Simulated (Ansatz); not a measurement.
Species: AlBrI$_{2}$, SMILES `[Br][Al]([I])[I]` (charge 0, multiplicity 1), formula AlBrI2.

Task: How many basis functions does frozen-core CCSD(T)/def2-TZVPP // PBE0-D3(BJ)/def2-TZVP (Ansatz, a first-principles code) use, how many core orbitals are frozen, and how many electrons are correlated?

Result: 190 basis functions and 22 frozen orbitals, which leaves 54 correlated electrons (filled d shells below the valence shell are correlated). Core time is of the order of minutes.
